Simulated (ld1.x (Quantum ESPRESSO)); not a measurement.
## Building the ultrasoft potential for silicon (Si) (PBE, scalar-relativistic).

```
Element                 : silicon (Si)
Generator               : ld1.x (Quantum ESPRESSO) 7.5
Type                    : ultrasoft
Functional              : PBE
Relativity              : scalar-relativistic
Frozen core             : [Ne]
Valence charge          : 4
Reference configuration : 3s2 3p2
Partial waves           : 3s (bound): rcut 1.45, rcutus 1.80 bohr; 3s channel at -0.4 Ry: rcut 1.45, rcutus 1.80 bohr; 3p (bound): rcut 1.55, rcutus 1.80 bohr; 3p channel at 0.45 Ry: rcut 1.55, rcutus 1.80 bohr
Local potential         : all-electron potential smoothed inside 1.40 bohr (lloc = -2)
Core correction         : Bessel-smoothed model core, default radius (core density twice the valence density)
Augmentation charge     : PSQ, inside the norm-conserving radii
```

- Cutoffs needed: 8 Ry and 12 Ry (the cutoffs (Ry, on a coarse ladder) from which the occupation-weighted sum of valence levels, in a spherical-Bessel basis at the reference potential, stays within 10 and 1 mRy of its value at 400 Ry)
- Ghost test: no extra level below or beside the all-electron valence levels (s, p, d, f tested) (spherical-Bessel basis up to 400 Ry, 20 bohr box)
- Largest excitation error: -12 meV (all-electron minus pseudo) for 3s1 3p0, out of 7 test configurations
- Lowest eigenvalue of the overlap operator: 0.47 (s channel)
- Density cutoff estimated by the generator: 114 Ry
